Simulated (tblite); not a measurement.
Species: C4H10F2Si2.
Cartesian coordinates in Å at the GFN2-xTB level; atoms count from 1:
```
atom  x, y, z in Å
C1    -2.1744    1.2994   -0.1485
Si2   -0.8537    0.0326   -0.6428
C3    -0.7894   -1.5243    0.4776
Si4    0.8167   -0.9420    1.3560
C5     0.8719    0.5109    0.0822
C6     1.9780    0.3659   -0.9111
F7     3.2094    0.4243   -0.3212
F8     1.9400   -0.8539   -1.5213
H9    -3.1640    0.9528   -0.4257
H10   -2.0120    2.2548   -0.6374
H11   -2.1717    1.4695    0.9236
H12   -0.8507   -0.1917   -2.0925
H13   -0.6485   -2.4434   -0.0845
H14   -1.6473   -1.6837    1.1245
H15    0.6076   -0.4371    2.7151
H16    1.9486   -1.8584    1.3002
H17    0.9522    1.5093    0.5088
H18    1.9787    1.1213   -1.7144
```

Calculated harmonic vibrations of the isolated species, GFN2-xTB (tblite), most abundant isotopes, no scaling. The method is semi-empirical: single wavenumbers can be off by several per cent or more. Modes of hydrogen on silicon can be 10 to 20 % off. One conformer, not necessarily the lowest.

Harmonic wavenumbers (cm⁻¹): 44.7, 61.1, 111.8, 123.4, 135.2, 156.6, 203.0, 315.6, 368.4, 431.2, 457.7, 498.6, 535.3, 591.5, 605.9, 617.6, 646.3, 688.3, 713.9, 735.4, 752.8, 763.8, 790.3, 828.0, 832.2, 930.7, 942.6, 983.0, 1033.3, 1082.7, 1124.2, 1221.8, 1279.6, 1294.3, 1368.8, 1452.2, 1480.5, 1486.1, 2232.0, 2249.7, 2317.4, 2861.0, 2990.4, 3016.2, 3022.9, 3043.8, 3044.9, 3056.6.

A = 2040, B = 1027, C = 874.8 MHz; mass 152.029 u (most abundant isotopes); point group C1, symmetry number 1.

Problem. Zero-point energy?

Solution. Half the sum of the wavenumbers: 27762 cm⁻¹ = 332.10 kJ/mol.

Problem. Entropy at 200 K, 1 bar (ideal gas, RRHO, classical rotation)?

Solution. Translation 163.21, rotation 118.67, vibration 90.10: S = 372.0 J/(mol K).

Problem. And Cp and H(200 K) − H(0)?

Solution. Cp = 129.99 J/(mol K), of which vibrations give 96.73 (their classical limit is 48 R = 399.1); H(200 K) − H(0) = 16.38 kJ/mol without the zero-point energy, 9.73 from vibrations.

Problem. Blend soft modes into free rotors: weight 1/[1 + (100 cm⁻¹/ν̃)⁴] for the oscillator and the rest for a rotor with moment μB/(μ + B), μ = h/(8π²ν), B = 10⁻⁴⁴ kg m². What vibrational entropy results?

Solution. 83.60 J/(mol K) in place of 90.10, which changes −T·S at 200 K by +1.30 kJ/mol.

Problem. What must be added to the electronic energy to get the Gibbs energy at 200 K and 1 bar?

Solution. ZPE + [H(200 K) − H(0)] − T·S = 332.10 + 16.38 − 74.40 = 274.08 kJ/mol.

Problem. How do the functions run with temperature in this model?

Solution. 
```csv
T (K),S (J/(mol K)),Cp (J/(mol K)),H − H(0) (kJ/mol),G − H(0) (kJ/mol),ln q(vib)
100,300.4,83.5,5.80,-24.25,2.03
300,434.1,179.0,31.88,-98.36,7.91
500,544.1,251.9,75.56,-196.49,13.70
800,677.5,314.6,161.45,-380.57,21.77
1000,750.7,341.1,227.17,-523.57,26.63
```

q(vib) and H(0) count from the zero-point level.

Problem. Which modes carry the vibrational entropy at 200 K?

Solution. 44.7 cm⁻¹: 17.78; 61.1 cm⁻¹: 15.22; 111.8 cm⁻¹: 10.35; 123.4 cm⁻¹: 9.57; 135.2 cm⁻¹: 8.87; 156.6 cm⁻¹: 7.75 J/(mol K); the other 42 give 20.56 together.

Hindered rotation and anharmonicity are outside this model. Other conformers, if any are populated, would add a mixing term that is left out. The structure is chiral; the term R ln 2 for an equal mix with its mirror image is left out.

Time: 1.3 s. Hardware: one thread, Arm Neoverse N1 (aarch64), shared host with 64 logical CPUs at a one-minute load of 54. This covers the Hessian and the dipole derivatives.
